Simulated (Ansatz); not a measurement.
A nudged elastic band was laid between two geometries of a periodic cell of 32 atoms, Si₁₀H₅Cl (surface Si(100)-2x1, partly H-covered, underside capped with H, adsorbate Cl2, already come apart at the first end).

The calculation used DFT PBEsol, scalar-relativistic, plane waves, PAW in Ansatz 0.2.0. Settings: PAW set soft_1, cutoff 420 eV, k mesh 2x2x1, fermi-dirac smearing 0.02 eV, no spin polarisation.

| Property | Result |
| --- | --- |
| movable images | 7 |
| climbing image | yes |
| spring | 5.0 eV/Å² |
| optimiser | quadratic models (default) |
| start path | IDPP |
| force threshold | 0.05 eV/Å |
| iteration limit | 39 |
| end points | relaxed |
| atoms held | 1 to 12 |

Initial state:

```xyz
32
Lattice="7.6792 0.0000 0.0000 0.0000 7.6792 0.0000 0.0000 0.0000 20.2544" Properties=species:S:1:pos:R:3
H 3.144 0.000 1.000
H 0.696 0.000 1.000
H 6.983 0.000 1.000
H 4.535 0.000 1.000
H 3.144 3.840 1.000
H 0.696 3.840 1.000
H 6.983 3.840 1.000
H 4.535 3.840 1.000
Si 1.920 0.000 1.865
Si 5.759 0.000 1.865
Si 1.920 3.840 1.865
Si 5.759 3.840 1.865
Si 1.918 1.920 3.151
Si 5.757 1.920 3.150
Si 1.920 5.759 3.261
Si 5.760 5.759 3.261
Si -0.002 1.934 4.456
Si 3.838 1.934 4.457
Si 0.000 5.758 4.657
Si 3.840 5.758 4.658
Si 0.003 0.092 5.905
Si 3.842 0.091 5.907
Si 0.001 3.756 5.927
Si 3.840 3.756 5.928
Si 1.922 0.733 7.100
Si 5.763 0.733 7.100
Si 1.921 3.141 7.131
Si 5.760 3.141 7.130
H 1.918 3.625 8.554
H 5.759 3.627 8.552
Cl 5.762 -0.014 9.040
Cl 1.919 -0.010 9.041
```

Final state:

```xyz
32
Lattice="7.6792 0.0000 0.0000 0.0000 7.6792 0.0000 0.0000 0.0000 20.2544" Properties=species:S:1:pos:R:3
H 3.144 0.000 1.000
H 0.696 0.000 1.000
H 6.983 0.000 1.000
H 4.535 0.000 1.000
H 3.144 3.840 1.000
H 0.696 3.840 1.000
H 6.983 3.840 1.000
H 4.535 3.840 1.000
Si 1.920 0.000 1.865
Si 5.759 0.000 1.865
Si 1.920 3.840 1.865
Si 5.759 3.840 1.865
Si 1.920 1.920 3.151
Si 5.759 1.920 3.151
Si 1.920 5.759 3.262
Si 5.759 5.759 3.262
Si 0.000 1.933 4.457
Si 3.839 1.933 4.457
Si 0.000 5.758 4.658
Si 3.840 5.758 4.658
Si 0.000 0.091 5.907
Si 3.840 0.091 5.907
Si 0.000 3.755 5.927
Si 3.840 3.755 5.927
Si 1.920 0.730 7.103
Si 5.760 0.730 7.103
Si 1.920 3.139 7.129
Si 5.759 3.139 7.129
H 1.920 3.625 8.551
H 5.759 3.624 8.552
Cl 1.920 -0.015 9.043
Cl 5.759 -0.015 9.043
```

**Question.** Which bonds break or form, and what moves?

**Answer.** Contacts lost: Si25–Cl32, Si26–Cl31. Contacts made: Si25–Cl31, Si26–Cl32. The atom that moves furthest is Cl31, by 3.84 Å; four of its nearest neighbours are Si26 2.08, H30 3.67, Si22 3.68, Si21 3.68 Å at the first end and Si25 2.08, H29 3.67, Si22 3.68, Si21 3.68 Å at the last.

**Question.** Give the energies along the band, and the barrier.

**Answer.** It converged. The highest image is number 4 of 0 to 8, 2.17 eV above the ends, which have the same energy within 2 meV. The profile has 2 maxima (images 4, 6) with wells between them (image 5): this band takes more than one step, which may be the mechanism or a detour left from its start path. Neighbouring images differ by up to 1.4 eV, so the band resolves the path poorly. By the program's own check the climbing image is of a kind that is not told: the force calls were inconclusive, a negative curvature could not be distinguished from the path's own, the only one lies far off the path, or fixed occupations may fill a level only in part (lowest curvatures found: -0.14 and 0.12 eV/Å²). Limits of this set-up: coarse k mesh, thin slab, slab without dipole correction, no dispersion correction for a molecule that may bind weakly, PAW files made for another functional.

```
image  path coordinate (Å)  energy (eV)  Si25–Cl32 (Å)  Si26–Cl31 (Å)  Si25–Cl31 (Å)
    0                 0.00         0.00           2.08           2.08           4.37
    1                 1.30         0.42           2.09           2.11           3.56
    2                 2.60         1.81           2.14           2.74           2.50
    3                 3.90         2.07           2.27           4.14           2.14
    4                 5.19         2.17           2.33           4.74           2.12
    5                 7.13         1.22           3.28           4.70           2.09
    6                 9.06         1.30           3.66           4.52           2.09
    7                11.00         0.72           3.98           4.12           2.08
    8                12.93         0.00           4.37           4.37           2.08
```

**Question.** What is the geometry of the highest image?

**Answer.** 
```xyz
32
Lattice="7.6792 0.0000 0.0000 0.0000 7.6792 0.0000 0.0000 0.0000 20.2544" Properties=species:S:1:pos:R:3
H 3.144 0.000 1.000
H 0.696 0.000 1.000
H 6.983 0.000 1.000
H 4.535 0.000 1.000
H 3.144 3.840 1.000
H 0.696 3.840 1.000
H 6.983 3.840 1.000
H 4.535 3.840 1.000
Si 1.920 0.000 1.865
Si 5.759 0.000 1.865
Si 1.920 3.840 1.865
Si 5.759 3.840 1.865
Si 1.933 1.912 3.168
Si 5.772 1.923 3.143
Si 1.914 5.760 3.249
Si 5.755 5.764 3.261
Si -0.007 1.967 4.469
Si 3.875 1.966 4.477
Si 0.001 5.766 4.645
Si 3.827 5.763 4.643
Si 0.072 0.077 5.917
Si 3.724 0.066 5.924
Si 0.035 3.793 5.933
Si 3.791 3.794 5.938
Si 1.902 0.659 7.326
Si 5.735 0.905 6.578
Si 1.909 3.087 7.144
Si 5.752 3.226 7.084
H 1.913 3.572 8.559
H 5.760 3.479 8.563
Cl 1.948 0.834 9.436
Cl 1.899 -1.649 7.655
```

The run took 73 min on 2 threads of Arm Neoverse V1, with other jobs on the host, peak memory 3.1 GiB.
